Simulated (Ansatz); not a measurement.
Consider the redistribution: `O[SiH](F)[TeH]` + `OC(O)[SiH3]` → `O[SiH](O)F` + `OC([SiH3])[TeH]`.

Computed with Ansatz on PBE0-D4/def2-TZVP structures; ΔE is electronic, products minus reactants. CCSD(T)/CBS is the MP2 limit (def2-TZVPP, def2-QZVPP) plus CCSD(T) − MP2 in def2-TZVPP, frozen cores. This one scheme is used for every species. def2 core potentials past Kr. For Te outer-core shells are correlated without core-valence functions, which leaves a few kJ/mol of doubt a bond. Each species was taken in one conformer, which may not be the lowest.

`O[SiH](F)[TeH]`:

Cartesian coordinates in Å:
```
O -0.086 1.089 -1.367
Si -0.472 0.223 -0.045
F -1.113 -1.188 -0.420
Te 1.590 -0.245 1.271
H 0.649 0.789 -1.907
H -1.504 1.001 0.661
H 0.937 -1.669 1.807
```

`OC(O)[SiH3]`:

Z-matrix (Å, degrees):
```
C
O 1 1.409
Si 1 1.910 2 112.0
O 1 1.404 2 112.1 3 -120.7
H 1 1.098 2 104.0 3 119.4
H 2 0.963 1 108.1 3 57.2
H 3 1.489 1 107.3 2 -54.7
H 3 1.484 1 111.7 2 -175.5
H 3 1.485 1 108.7 2 63.3
H 4 0.964 1 108.2 2 -60.5
```

`O[SiH](O)F`:

Cartesian coordinates in Å:
```
O -0.351 0.034 1.313
Si 0.023 0.295 -0.252
O 1.183 -0.748 -0.688
F -1.306 0.093 -1.110
H -1.206 0.325 1.634
H 0.516 1.648 -0.538
H 1.140 -1.647 -0.359
```

`OC([SiH3])[TeH]`:

Cartesian coordinates in Å:
```
O -0.482 1.594 -0.390
C -0.423 0.248 -0.020
Si 1.093 -0.562 -0.805
Te -0.268 -0.059 2.144
H -1.214 2.020 0.069
H -1.331 -0.307 -0.280
H 0.961 -2.033 -0.651
H 2.317 -0.088 -0.109
H 1.176 -0.208 -2.246
H -1.828 -0.605 2.287
```

```json
{"species": "`O[SiH](F)[TeH]`", "MP2/def2-QZVPP energy (Eh)": "-733.52822"}
{"species": "`OC(O)[SiH3]`", "MP2/def2-QZVPP energy (Eh)": "-480.95345"}
{"species": "`O[SiH](O)F`", "MP2/def2-QZVPP energy (Eh)": "-541.10689"}
{"species": "`OC([SiH3])[TeH]`", "MP2/def2-QZVPP energy (Eh)": "-673.41507"}
```

**Question.** Work out ΔE.

**Answer.** ΔE = (-541.10689) + (-673.41507) − (-733.52822) − (-480.95345) = -0.04029 Eh = -105.8 kJ/mol. CCSD(T)/CBS gives -99.4 kJ/mol.

Largest T1 diagnostic among the species: 0.012.

The D4 term adds −3.8 kJ/mol with B3LYP and −1.9 kJ/mol with PBE0; it sums over pairs of atoms, weighted by their polarisabilities, and B3LYP, whose exchange is more repulsive, gets the larger term. From PBE to PBE0 (25 % exact exchange), in def2-TZVPP and without D4, ΔE moves by −3.4 kJ/mol. In def2-TZVPP, CCSD(T) changes the Hartree–Fock value by −7.4 kJ/mol (the triples alone add −0.9 kJ/mol) and MP2 by −14.2 kJ/mol.

B3LYP here is the variant with VWN-RPA as its local correlation; programs differ in this.
